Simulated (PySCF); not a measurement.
Computed shifts of a molecule FH₆NOSi₂, PySCF with PBE0/pcSseg-1, GIAO, gas phase, atoms alike by connectivity averaged where their shifts nearly agree, in ppm (number of nuclei): ¹⁵N: 45.9 (1). ²⁹Si: -12.9 (1), -114.3 (1). ¹⁹F: -106.0 (1). ¹H: 3.74 (3), 2.13 (1), 2.09 (1), 1.61 (1). References: ¹⁵N against NH3 (σ = 267.4 ppm); ²⁹Si against TMS (σ = 352.7 ppm); ¹⁷O against H2O (σ = 334.2 ppm); ¹⁹F against CFCl3 (σ = 167.2 ppm); ¹H against TMS (σ = 31.56 ppm), references at their B3LYP-D3(BJ)/def2-TZVP geometries, non-relativistic. Geometry optimised at PBE-D3(BJ)/def2-SVP. One conformer was computed; it need not be the lowest.

Task: Which structure fits?
(A) O[SiH2]N[SiH2]F
(B) O[Si@H](F)N[SiH3]
(C) N[Si@@H](F)O[SiH3]
(D) N[Si@@](O)(F)[SiH3]

Result: D, N[Si@@](O)(F)[SiH3]
